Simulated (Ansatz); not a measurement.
Na₈Cl₈⁻ (started as a model of: (NaCl)8 cage of four- and six-membered rings). Total charge -1; doublet. Geometry PBE-D4/def2-SVP, that of the neutral singlet; atoms count from 1.

```tsv
atom	x (Å)	y (Å)	z (Å)
Na1	0.2386	2.6633	3.1349
Cl2	2.5780	1.4902	3.1983
Na3	2.8566	2.8103	0.9123
Cl4	0.6364	4.1996	1.0062
Na5	-0.8676	2.4176	-0.2361
Cl6	-1.4511	1.0189	1.9957
Na7	-2.0204	-1.3126	0.9321
Cl8	0.3930	-2.5270	0.8441
Na9	1.9164	-0.5409	1.6390
Cl10	2.4882	0.7565	-0.6610
Na11	0.9489	-0.5617	-2.3224
Cl12	-1.4208	0.7249	-2.1622
Cl13	-3.1381	-2.9139	-0.8426
Na14	-0.6868	-3.9012	-1.1006
Cl15	-0.0669	-2.7584	-3.3747
Na16	-2.4044	-1.5655	-2.9633
```

The highest occupied level of the charge -1 doublet lies above zero (up to 0.79 eV). Energy differences put its binding near zero (0.02 eV; vertical, against the charge 0 singlet, at PBE0-D4/def2-SVP), which leaves it undecided.

Q: Estimate the Mulliken populations from the PBE0/def2-SVP orbitals of Ansatz.

A: 
```csv
atom,charge (e),spin (α − β)
Na1,0.28,0.21
Cl2,-0.48,-0.01
Na3,0.29,0.20
Cl4,-0.48,-0.01
Na5,0.41,0.05
Cl6,-0.47,-0.01
Na7,0.41,0.05
Cl8,-0.47,-0.01
Na9,0.41,0.05
Cl10,-0.47,-0.01
Na11,0.41,0.05
Cl12,-0.47,-0.01
Cl13,-0.48,-0.01
Na14,0.29,0.20
Cl15,-0.48,-0.01
Na16,0.28,0.22
```
Mulliken values depend strongly on the basis.

Q: Where does the spin sit?

A: Summed by element: Na 1.04, Cl -0.04, of 1 unpaired in all. Largest on single atoms: Na16 0.22, Na1 0.21, Na3 0.20.

Q: And the Mayer bond orders between heavy atoms (over 0.3)?

A: Na1–Cl2 0.32 (2.62 Å); Na1–Cl4 0.31 (2.66 Å); Cl2–Na3 0.31 (2.65 Å); Cl2–Na9 0.32 (2.64 Å); Na3–Cl4 0.32 (2.62 Å); Cl4–Na5 0.32 (2.64 Å); Na5–Cl12 0.31 (2.62 Å); Cl6–Na7 0.31 (2.63 Å); Na7–Cl13 0.32 (2.64 Å); Cl8–Na9 0.31 (2.63 Å); Cl10–Na11 0.31 (2.62 Å); Na11–Cl12 0.30 (2.70 Å); Na11–Cl15 0.32 (2.64 Å); Cl13–Na14 0.31 (2.66 Å); Cl13–Na16 0.32 (2.62 Å); Na14–Cl15 0.32 (2.62 Å); Cl15–Na16 0.31 (2.66 Å).
